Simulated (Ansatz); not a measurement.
Computed with Ansatz on PBE0-D4/def2-TZVP structures; ΔE is electronic, products minus reactants. CCSD(T)/CBS is the MP2 limit (def2-TZVPP, def2-QZVPP) plus CCSD(T) − MP2 in def2-TZVPP, frozen cores. This one scheme is used for every species. DFT in def2-TZVPP. B3LYP here is the variant with VWN-RPA as its local correlation; programs differ in this. HSE06 is defined as in plane-wave codes. Each species was taken in one conformer, which may not be the lowest.

Reaction (cleavage of the Si–P bond): `P[SiH]1CN1` + H–F → `F[SiH]1CN1` + PH₃

`P[SiH]1CN1`:

Cartesian coordinates in Å:
```
P 1.378 0.700 1.749
Si 0.313 0.538 -0.210
C -0.121 -1.032 -1.045
N -1.196 -0.289 -0.316
H 0.590 -0.332 2.322
H 0.525 1.738 2.215
H 0.568 1.714 -1.079
H -0.165 -1.030 -2.133
H 0.094 -2.015 -0.633
H -1.986 0.008 -0.869
```

H–F:

```xyz
2

F    -0.411   -0.026   -0.206
H     0.411    0.026    0.206
```

`F[SiH]1CN1`:

Cartesian coordinates in Å:
```
F 1.981 0.732 -0.612
Si 0.706 0.556 0.329
C -0.865 0.026 -0.415
N -0.090 -0.908 0.484
H 0.942 1.395 1.514
H -1.863 0.276 -0.059
H -0.844 -0.203 -1.482
H 0.033 -1.875 0.241
```

PH₃:

Z-matrix (Å, degrees):
```
P
H 1 1.420
H 1 1.420 2 93.1
H 1 1.420 2 93.1 3 93.3
```

```
             level  ΔE (kJ/mol)  difference from CCSD(T)/CBS
       LDA (SPW92)       -101.5                          8.9
            PBE-D4        -95.5                         14.9
         revPBE-D4        -91.4                         19.0
           BLYP-D4       -113.7                         -3.3
         r2SCAN-D4       -113.1                         -2.7
            B97M-V       -118.4                         -8.0
           PBE0-D4       -100.1                         10.3
          B3LYP-D4       -117.5                         -7.1
        r2SCANh-D4       -113.2                         -2.8
          HSE06-D4        -99.7                         10.7
      CAM-B3LYP-D4       -128.0                        -17.6
           ωB97X-V       -118.8                         -8.4
           ωB97M-V       -119.9                         -9.5
            B2PLYP       -122.9                        -12.5
          PBE-QIDH       -109.0                          1.4
               PBE       -101.1                          9.3
            revPBE       -101.0                          9.4
              BLYP       -124.6                        -14.2
            r2SCAN       -114.7                         -4.3
              PBE0       -105.2                          5.2
             B3LYP       -126.5                        -16.1
           r2SCANh       -114.9                         -4.5
           r2SCAN0       -115.5                         -5.1
             HSE06       -104.6                          5.8
             BHLYP       -134.6                        -24.2
         CAM-B3LYP       -133.4                        -23.0
           LC-ωPBE       -116.5                         -6.1
RPA@PBE/def2-TZVPP       -116.0                         -5.6
       HF/def2-SVP       -137.3                        -26.9
      MP2/def2-SVP       -115.0                         -4.6
  CCSD(T)/def2-SVP       -115.3                         -4.9
    MP2/def2-TZVPP       -111.1                         -0.7
SCS-MP2/def2-TZVPP       -120.5                        -10.1
   CCSD/def2-TZVPP       -119.6                         -9.2
CCSD(T)/def2-TZVPP       -113.4                         -3.0
     HF/def2-QZVPP       -149.0                        -38.6
    MP2/def2-QZVPP       -110.0                          0.4
SCS-MP2/def2-QZVPP       -119.3                         -8.9
     MP2/CBS(def2)       -108.1                          2.3
    CCSD/CBS(def2)       -116.6                         -6.2
       CCSD(T)/CBS       -110.4                            0
```

Largest T1 diagnostic among the species: 0.014.

At CCSD(T), def2-SVP lies −4.9 kJ/mol from the extrapolated value and def2-TZVPP −3.0 kJ/mol. From BLYP to BHLYP (50 % exact exchange), in def2-TZVPP and without D4, ΔE moves by −10.0 kJ/mol. The D4 term adds +9.0 kJ/mol with B3LYP and +5.1 kJ/mol with PBE0; it sums over pairs of atoms, weighted by their polarisabilities, and B3LYP, whose exchange is more repulsive, gets the larger term.
